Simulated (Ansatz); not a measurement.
Reaction (substitution at a C–C bond): `C=CCCCCCCCC` + HBr → `CCCCCCCBr` + `C=CC`

Isolated molecules relaxed with PBE0-D4/def2-TZVP in Ansatz; ΔE leaves out vibrations. CBS: MP2 limit from def2 TZ/QZ plus the TZ coupled-cluster correction, frozen cores. Functionals use def2-TZVPP. For Br outer-core shells are correlated without core-valence functions, which leaves a few kJ/mol of doubt a bond. Scalar relativity is left out up to krypton. Each species was taken in one conformer, which may not be the lowest.

Question: Is it downhill or uphill in electronic energy at CCSD(T)/CBS, and by how much? (An estimate is asked.)

Answer: Ansatz gave: Uphill: ΔE = +3.1 kJ/mol.

Question: What do these levels give: BLYP-D4, CAM-B3LYP-D4, ωB97X-V, B2PLYP, revPBE, HF/CBS(def2)? (An estimate is asked.)

Answer: Ansatz gave: BLYP-D4 -3.2, CAM-B3LYP-D4 4.4, ωB97X-V 3.6, B2PLYP -2.1, revPBE -7.9, HF/CBS(def2) -0.7 kJ/mol.

Largest T1 diagnostic among the species: 0.010.

From BLYP to BHLYP (50 % exact exchange), in def2-TZVPP and without D4, ΔE moves by +8.2 kJ/mol. Leaving LDA and LC-ωPBE aside and taking each functional with its dispersion term where it has one, the values spread over 7.6 kJ/mol, from BLYP-D4 to CAM-B3LYP-D4. LDA lies +11.8 kJ/mol from PBE without D4.
